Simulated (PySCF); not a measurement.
How methods differ on the excitation energy of C⁺

C⁺ [He] 2s2 2p1 (2P) → C⁺ [He] 2s1 2p2 (4P), as a difference of total energies. Computed with PySCF 2.14 in aug-cc-pCVQZ-DK, with scalar relativity by spin-free X2C-1e. Correlated levels: valence: 1s2 frozen; valence and next inner shell: nothing frozen. The calculations carry no spin-orbit coupling.

```
                                method  excitation energy (eV)
                                   UHF                   3.655
                                   LDA                   4.922
                                   PBE                   4.945
                                  PBE0                   4.853
                                r2SCAN                   4.390
                                  BLYP                   5.413
                                  BP86                   5.099
                                  TPSS                   5.220
                         MP2 (valence)                   4.802
                     SCS-MP2 (valence)                   5.251
    MP2 (valence and next inner shell)                   4.796
SCS-MP2 (valence and next inner shell)                   5.249
```

Question: How much does correlation contribute at MP2 (valence and next inner shell)?

Answer: 4.796 − (3.655) = 1.141 eV, measured against UHF.

Errors of the correlated levels include the incompleteness of this basis and the frozen core.

For comparison: 5.331 eV (measured; NIST levels, between the centres of gravity of the two terms).
